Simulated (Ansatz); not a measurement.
Strength of the O–C bond: C4H8O3 → C3H5O2 + CH3O

Species: C4H8O3 (methoxymethyl acetate) `COCOC(C)=O`, singlet; C3H5O2 `[CH2]OC(C)=O`, doublet; CH3O `C[O]`, doublet. 

Shapes, held fixed at every level: PBE0-D4/def2-TZVP. Flexible molecules stand in one conformer, not always the lowest. Programs: Ansatz 0.2.0. Electronic energies: no zero-point or thermal term.

```tsv
level	kind	ΔE (kJ/mol)	less CCSD(T)/CBS estimate
PBE-D4/def2-TZVPP	GGA	+374.8	-28.6
r2SCAN-D4/def2-TZVPP	meta-GGA	+357.4	-46.0
B3LYP-D4/def2-TZVPP	global hybrid	+364.3	-39.1
PBE0-D4/def2-TZVPP	global hybrid	+374.2	-29.2
wB97M-V/def2-TZVPP	range-separated hybrid	+390.8	-12.6
wB97X-V/def2-TZVPP	range-separated hybrid	+388.7	-14.7
MP2/def2-TZVPP	perturbation theory	+433.1	+29.7
CCSD(T)/CBS estimate	coupled cluster or CI	+403.4	0.0
```

The highest level, CCSD(T)/CBS estimate, gives ΔE = +403.4 kJ/mol; the levels span +357.4 to +433.1. The column of differences is taken from that level and isn't an error. No measured value is set beside it here. Open shells run unrestricted unless RO is named. The CBS estimate extrapolates MP2 from def2-TZVPP and def2-QZVPP and adds CCSD(T) − MP2 in the triple-zeta set, cores frozen.
